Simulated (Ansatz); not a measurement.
# Molecular dynamics of Cl₂H₄HfO₂Si

The input (input.yaml):

```yaml
crystal:
  periodic: [false, false, false]
  atoms:
    - { symbol: Hf, position_ang: [-0.075192, 0.077564, 0.176598] }
    - { symbol: O, position_ang: [0.143497, 0.582344, 2.006531] }
    - { symbol: H, position_ang: [0.200003, 0.754336, 2.954867] }
    - { symbol: Cl, position_ang: [2.045689, -0.323001, -0.803067] }
    - { symbol: Cl, position_ang: [-1.254418, 1.772993, -0.986584] }
    - { symbol: O, position_ang: [-1.107241, -1.555201, 0.08298] }
    - { symbol: Si, position_ang: [-2.01097, -2.975079, 0.134071] }
    - { symbol: H, position_ang: [-2.110675, -3.449499, 1.557543] }
    - { symbol: H, position_ang: [-3.386979, -2.704121, -0.404898] }
    - { symbol: H, position_ang: [-1.332713, -4.023135, -0.701441] }
basis:
  gaussian: { orbitals: def2-SVP }
hamiltonian:
  xc: pbe
  dispersion: d4
md:
  timestep: 0.5
  n_steps: 150
  ensemble: nvt_nose_hoover
  temperature: 200.0
  initial_velocities: maxwell_boltzmann
  seed: 781214
  masses: [{ species: H, mass: 2.014 }]
```

Launched with:

```bash
$ ansatz run input.yaml --threads 4 --pin off --max-ram 5120MiB --backend cpu --events-out ev --progress --plain --runs-dir out
```

It starts from a relaxed structure.

Output, in part (one step line in 2, the closing report, with atoms numbered from 0):

```
md step     0: t =     0.00 fs  T =   200.0 K  F+E_penalty+E_count = -38366.48316835 eV  E_kin = 0.206816 eV  conserved = -38366.27635235 eV  (30 SCF iters)
md step     2: t =     1.00 fs  T =   195.9 K  F+E_penalty+E_count = -38366.47893487 eV  E_kin = 0.202603 eV  conserved = -38366.27633158 eV  (33 SCF iters)
md step     4: t =     2.00 fs  T =   185.0 K  F+E_penalty+E_count = -38366.46760372 eV  E_kin = 0.191332 eV  conserved = -38366.27627236 eV  (32 SCF iters)
md step     6: t =     3.00 fs  T =   170.8 K  F+E_penalty+E_count = -38366.45284480 eV  E_kin = 0.176641 eV  conserved = -38366.27620854 eV  (31 SCF iters)
md step     8: t =     4.00 fs  T =   157.1 K  F+E_penalty+E_count = -38366.43862040 eV  E_kin = 0.162465 eV  conserved = -38366.27616878 eV  (33 SCF iters)
md step    10: t =     5.00 fs  T =   146.3 K  F+E_penalty+E_count = -38366.42741196 eV  E_kin = 0.151277 eV  conserved = -38366.27616228 eV  (32 SCF iters)
md step    12: t =     6.00 fs  T =   138.8 K  F+E_penalty+E_count = -38366.41965829 eV  E_kin = 0.143530 eV  conserved = -38366.27617746 eV  (33 SCF iters)
md step    14: t =     7.00 fs  T =   133.8 K  F+E_penalty+E_count = -38366.41445746 eV  E_kin = 0.138340 eV  conserved = -38366.27619587 eV  (32 SCF iters)
md step    16: t =     8.00 fs  T =   130.1 K  F+E_penalty+E_count = -38366.41063850 eV  E_kin = 0.134542 eV  conserved = -38366.27621140 eV  (32 SCF iters)
md step    18: t =     9.00 fs  T =   126.7 K  F+E_penalty+E_count = -38366.40710036 eV  E_kin = 0.131027 eV  conserved = -38366.27623368 eV  (29 SCF iters)
md step    20: t =    10.00 fs  T =   122.2 K  F+E_penalty+E_count = -38366.40236475 eV  E_kin = 0.126315 eV  conserved = -38366.27626440 eV  (33 SCF iters)
md step    22: t =    11.00 fs  T =   114.6 K  F+E_penalty+E_count = -38366.39455973 eV  E_kin = 0.118551 eV  conserved = -38366.27628407 eV  (32 SCF iters)
md step    24: t =    12.00 fs  T =   103.2 K  F+E_penalty+E_count = -38366.38260122 eV  E_kin = 0.106675 eV  conserved = -38366.27626731 eV  (32 SCF iters)
md step    26: t =    13.00 fs  T =    88.8 K  F+E_penalty+E_count = -38366.36759813 eV  E_kin = 0.091793 eV  conserved = -38366.27621326 eV  (32 SCF iters)
md step    28: t =    14.00 fs  T =    74.7 K  F+E_penalty+E_count = -38366.35290817 eV  E_kin = 0.077235 eV  conserved = -38366.27614786 eV  (33 SCF iters)
md step    30: t =    15.00 fs  T =    64.8 K  F+E_penalty+E_count = -38366.34257072 eV  E_kin = 0.067006 eV  conserved = -38366.27610484 eV  (32 SCF iters)
md step    32: t =    16.00 fs  T =    61.6 K  F+E_penalty+E_count = -38366.33922979 eV  E_kin = 0.063734 eV  conserved = -38366.27610463 eV  (32 SCF iters)
md step    34: t =    17.00 fs  T =    65.2 K  F+E_penalty+E_count = -38366.34291887 eV  E_kin = 0.067464 eV  conserved = -38366.27614117 eV  (33 SCF iters)
md step    36: t =    18.00 fs  T =    73.5 K  F+E_penalty+E_count = -38366.35140084 eV  E_kin = 0.075993 eV  conserved = -38366.27618975 eV  (30 SCF iters)
md step    38: t =    19.00 fs  T =    83.5 K  F+E_penalty+E_count = -38366.36167625 eV  E_kin = 0.086351 eV  conserved = -38366.27622537 eV  (32 SCF iters)
md step    40: t =    20.00 fs  T =    93.1 K  F+E_penalty+E_count = -38366.37143685 eV  E_kin = 0.096238 eV  conserved = -38366.27624396 eV  (32 SCF iters)
md step    42: t =    21.00 fs  T =   100.9 K  F+E_penalty+E_count = -38366.37936804 eV  E_kin = 0.104326 eV  conserved = -38366.27625602 eV  (32 SCF iters)
md step    44: t =    22.00 fs  T =   106.1 K  F+E_penalty+E_count = -38366.38456479 eV  E_kin = 0.109704 eV  conserved = -38366.27626745 eV  (33 SCF iters)
md step    46: t =    23.00 fs  T =   108.0 K  F+E_penalty+E_count = -38366.38637454 eV  E_kin = 0.111729 eV  conserved = -38366.27626143 eV  (33 SCF iters)
md step    48: t =    24.00 fs  T =   107.2 K  F+E_penalty+E_count = -38366.38522360 eV  E_kin = 0.110835 eV  conserved = -38366.27622627 eV  (32 SCF iters)
md step    50: t =    25.00 fs  T =   105.6 K  F+E_penalty+E_count = -38366.38327088 eV  E_kin = 0.109163 eV  conserved = -38366.27617405 eV  (33 SCF iters)
md step    52: t =    26.00 fs  T =   106.2 K  F+E_penalty+E_count = -38366.38367664 eV  E_kin = 0.109846 eV  conserved = -38366.27613555 eV  (33 SCF iters)
md step    54: t =    27.00 fs  T =   111.4 K  F+E_penalty+E_count = -38366.38874780 eV  E_kin = 0.115171 eV  conserved = -38366.27613775 eV  (33 SCF iters)
md step    56: t =    28.00 fs  T =   120.9 K  F+E_penalty+E_count = -38366.39834539 eV  E_kin = 0.125008 eV  conserved = -38366.27618273 eV  (33 SCF iters)
md step    58: t =    29.00 fs  T =   132.2 K  F+E_penalty+E_count = -38366.40974584 eV  E_kin = 0.136668 eV  conserved = -38366.27624579 eV  (33 SCF iters)
md step    60: t =    30.00 fs  T =   141.5 K  F+E_penalty+E_count = -38366.41909893 eV  E_kin = 0.146334 eV  conserved = -38366.27629250 eV  (33 SCF iters)
md step    62: t =    31.00 fs  T =   146.2 K  F+E_penalty+E_count = -38366.42352059 eV  E_kin = 0.151134 eV  conserved = -38366.27630198 eV  (33 SCF iters)
md step    64: t =    32.00 fs  T =   145.4 K  F+E_penalty+E_count = -38366.42234681 eV  E_kin = 0.150382 eV  conserved = -38366.27628237 eV  (33 SCF iters)
md step    66: t =    33.00 fs  T =   140.4 K  F+E_penalty+E_count = -38366.41670857 eV  E_kin = 0.145173 eV  conserved = -38366.27625679 eV  (33 SCF iters)
md step    68: t =    34.00 fs  T =   132.5 K  F+E_penalty+E_count = -38366.40818186 eV  E_kin = 0.137061 eV  conserved = -38366.27623675 eV  (32 SCF iters)
md step    70: t =    35.00 fs  T =   123.2 K  F+E_penalty+E_count = -38366.39810948 eV  E_kin = 0.127391 eV  conserved = -38366.27621313 eV  (32 SCF iters)
md step    72: t =    36.00 fs  T =   113.9 K  F+E_penalty+E_count = -38366.38805661 eV  E_kin = 0.117736 eV  conserved = -38366.27617751 eV  (33 SCF iters)
md step    74: t =    37.00 fs  T =   106.6 K  F+E_penalty+E_count = -38366.38021981 eV  E_kin = 0.110282 eV  conserved = -38366.27614207 eV  (30 SCF iters)
md step    76: t =    38.00 fs  T =   103.6 K  F+E_penalty+E_count = -38366.37672488 eV  E_kin = 0.107140 eV  conserved = -38366.27613083 eV  (32 SCF iters)
md step    78: t =    39.00 fs  T =   105.4 K  F+E_penalty+E_count = -38366.37821056 eV  E_kin = 0.108949 eV  conserved = -38366.27615870 eV  (32 SCF iters)
md step    80: t =    40.00 fs  T =   110.2 K  F+E_penalty+E_count = -38366.38294858 eV  E_kin = 0.114004 eV  conserved = -38366.27621666 eV  (32 SCF iters)
md step    82: t =    41.00 fs  T =   114.9 K  F+E_penalty+E_count = -38366.38737512 eV  E_kin = 0.118776 eV  conserved = -38366.27627529 eV  (32 SCF iters)
md step    84: t =    42.00 fs  T =   115.8 K  F+E_penalty+E_count = -38366.38790159 eV  E_kin = 0.119704 eV  conserved = -38366.27629964 eV  (32 SCF iters)
md step    86: t =    43.00 fs  T =   111.4 K  F+E_penalty+E_count = -38366.38295148 eV  E_kin = 0.115206 eV  conserved = -38366.27627903 eV  (32 SCF iters)
md step    88: t =    44.00 fs  T =   103.0 K  F+E_penalty+E_count = -38366.37378040 eV  E_kin = 0.106503 eV  conserved = -38366.27622848 eV  (32 SCF iters)
md step    90: t =    45.00 fs  T =    93.4 K  F+E_penalty+E_count = -38366.36346390 eV  E_kin = 0.096628 eV  conserved = -38366.27618047 eV  (32 SCF iters)
md step    92: t =    46.00 fs  T =    85.6 K  F+E_penalty+E_count = -38366.35498083 eV  E_kin = 0.088541 eV  conserved = -38366.27615293 eV  (32 SCF iters)
md step    94: t =    47.00 fs  T =    81.3 K  F+E_penalty+E_count = -38366.35010045 eV  E_kin = 0.084026 eV  conserved = -38366.27614215 eV  (32 SCF iters)
md step    96: t =    48.00 fs  T =    81.1 K  F+E_penalty+E_count = -38366.34955522 eV  E_kin = 0.083839 eV  conserved = -38366.27613964 eV  (32 SCF iters)
md step    98: t =    49.00 fs  T =    85.2 K  F+E_penalty+E_count = -38366.35348435 eV  E_kin = 0.088136 eV  conserved = -38366.27614831 eV  (32 SCF iters)
md step   100: t =    50.00 fs  T =    93.1 K  F+E_penalty+E_count = -38366.36127322 eV  E_kin = 0.096312 eV  conserved = -38366.27617688 eV  (31 SCF iters)
md step   102: t =    51.00 fs  T =   103.0 K  F+E_penalty+E_count = -38366.37107888 eV  E_kin = 0.106540 eV  conserved = -38366.27622493 eV  (32 SCF iters)
md step   104: t =    52.00 fs  T =   112.0 K  F+E_penalty+E_count = -38366.37986599 eV  E_kin = 0.115805 eV  conserved = -38366.27627691 eV  (32 SCF iters)
md step   106: t =    53.00 fs  T =   116.9 K  F+E_penalty+E_count = -38366.38438076 eV  E_kin = 0.120866 eV  conserved = -38366.27630669 eV  (32 SCF iters)
md step   108: t =    54.00 fs  T =   115.9 K  F+E_penalty+E_count = -38366.38276570 eV  E_kin = 0.119864 eV  conserved = -38366.27629294 eV  (32 SCF iters)
md step   110: t =    55.00 fs  T =   109.9 K  F+E_penalty+E_count = -38366.37585806 eV  E_kin = 0.113605 eV  conserved = -38366.27623675 eV  (32 SCF iters)
md step   112: t =    56.00 fs  T =   101.9 K  F+E_penalty+E_count = -38366.36703850 eV  E_kin = 0.105418 eV  conserved = -38366.27616978 eV  (32 SCF iters)
md step   114: t =    57.00 fs  T =    96.0 K  F+E_penalty+E_count = -38366.36035319 eV  E_kin = 0.099312 eV  conserved = -38366.27613001 eV  (32 SCF iters)
md step   116: t =    58.00 fs  T =    94.5 K  F+E_penalty+E_count = -38366.35823822 eV  E_kin = 0.097726 eV  conserved = -38366.27613162 eV  (32 SCF iters)
md step   118: t =    59.00 fs  T =    97.4 K  F+E_penalty+E_count = -38366.36067035 eV  E_kin = 0.100679 eV  conserved = -38366.27615799 eV  (32 SCF iters)
md step   120: t =    60.00 fs  T =   103.1 K  F+E_penalty+E_count = -38366.36605863 eV  E_kin = 0.106622 eV  conserved = -38366.27618823 eV  (32 SCF iters)
md step   122: t =    61.00 fs  T =   109.9 K  F+E_penalty+E_count = -38366.37251050 eV  E_kin = 0.113682 eV  conserved = -38366.27621478 eV  (32 SCF iters)
md step   124: t =    62.00 fs  T =   116.2 K  F+E_penalty+E_count = -38366.37831132 eV  E_kin = 0.120144 eV  conserved = -38366.27624143 eV  (32 SCF iters)
md step   126: t =    63.00 fs  T =   120.2 K  F+E_penalty+E_count = -38366.38173574 eV  E_kin = 0.124271 eV  conserved = -38366.27626972 eV  (32 SCF iters)
md step   128: t =    64.00 fs  T =   120.2 K  F+E_penalty+E_count = -38366.38100738 eV  E_kin = 0.124280 eV  conserved = -38366.27628863 eV  (32 SCF iters)
md step   130: t =    65.00 fs  T =   115.1 K  F+E_penalty+E_count = -38366.37495425 eV  E_kin = 0.118987 eV  conserved = -38366.27628031 eV  (33 SCF iters)
md step   132: t =    66.00 fs  T =   105.3 K  F+E_penalty+E_count = -38366.36413907 eV  E_kin = 0.108936 eV  conserved = -38366.27623245 eV  (30 SCF iters)
md step   134: t =    67.00 fs  T =    93.8 K  F+E_penalty+E_count = -38366.35152161 eV  E_kin = 0.097048 eV  conserved = -38366.27615895 eV  (33 SCF iters)
md step   136: t =    68.00 fs  T =    84.9 K  F+E_penalty+E_count = -38366.34156085 eV  E_kin = 0.087745 eV  conserved = -38366.27610033 eV  (32 SCF iters)
md step   138: t =    69.00 fs  T =    81.8 K  F+E_penalty+E_count = -38366.33778351 eV  E_kin = 0.084541 eV  conserved = -38366.27609446 eV  (32 SCF iters)
md step   140: t =    70.00 fs  T =    85.0 K  F+E_penalty+E_count = -38366.34057801 eV  E_kin = 0.087870 eV  conserved = -38366.27614084 eV  (32 SCF iters)
md step   142: t =    71.00 fs  T =    91.9 K  F+E_penalty+E_count = -38366.34718361 eV  E_kin = 0.095042 eV  conserved = -38366.27620409 eV  (31 SCF iters)
md step   144: t =    72.00 fs  T =    98.9 K  F+E_penalty+E_count = -38366.35375307 eV  E_kin = 0.102260 eV  conserved = -38366.27624782 eV  (32 SCF iters)
md step   146: t =    73.00 fs  T =   103.2 K  F+E_penalty+E_count = -38366.35750500 eV  E_kin = 0.106744 eV  conserved = -38366.27626151 eV  (32 SCF iters)
md step   148: t =    74.00 fs  T =   103.9 K  F+E_penalty+E_count = -38366.35744830 eV  E_kin = 0.107469 eV  conserved = -38366.27625522 eV  (32 SCF iters)
md step   150: t =    75.00 fs  T =   101.2 K  F+E_penalty+E_count = -38366.35385486 eV  E_kin = 0.104669 eV  conserved = -38366.27624170 eV  (30 SCF iters)
Total energy: -38366.35393230 eV, -1409.9375013634 hartree
Atom 0 at    -0.044438     0.058834     0.175368 Å, force    -1.064574     0.737059     0.017178 eV/Å
Atom 1 at     0.130924     0.632829     1.988669 Å, force     0.052638     0.003911     0.596508 eV/Å
Atom 2 at    -0.039944     0.576981     2.949384 Å, force     0.110245     0.058574    -0.484698 eV/Å
Atom 3 at     2.040193    -0.264927    -0.830667 Å, force     0.502358    -0.147071    -0.213649 eV/Å
Atom 4 at    -1.333426     1.760125    -0.981795 Å, force     0.375034    -0.547005     0.287816 eV/Å
Atom 5 at    -1.079760    -1.568051     0.282255 Å, force    -0.003016    -0.423701    -0.673469 eV/Å
Atom 6 at    -2.067931    -2.935015     0.082719 Å, force    -0.359354     0.375576     0.576307 eV/Å
Atom 7 at    -2.608047    -3.137210     1.476308 Å, force    -0.151290    -0.180318    -0.152961 eV/Å
Atom 8 at    -3.198633    -2.678681    -0.899519 Å, force     0.280403     0.060392     0.152665 eV/Å
Atom 9 at    -1.345927    -4.176993    -0.334571 Å, force     0.257554     0.062583    -0.105696 eV/Å
Dipole moment:    -0.161789    -0.395276     0.518136 e Å
```

All steps were run. The conserved energy stayed within 0.027 meV per atom of its start (net change 0.011 meV per atom), so the integration is sound. The mean temperature of the second half is 49 % below the set value. A run of 0.075 ps of so small a system gives no equilibrium averages.

The same pairs are bonded in the first frame and the last. Pairs count as bonded within 1.25 times the sum of covalent radii (0.12 Å more for H–H).

Last frame:

```xyz
10
Properties=species:S:1:pos:R:3
Hf -0.044 0.059 0.175
O 0.131 0.633 1.989
H -0.040 0.577 2.949
Cl 2.040 -0.265 -0.831
Cl -1.333 1.760 -0.982
O -1.080 -1.568 0.282
Si -2.068 -2.935 0.083
H -2.608 -3.137 1.476
H -3.199 -2.679 -0.899
H -1.346 -4.177 -0.335
```

The run took 110 s on 4 threads of AMD EPYC 9R45 96-Core Processor (Zen 5) (shared host), peak memory 0.24 GiB.
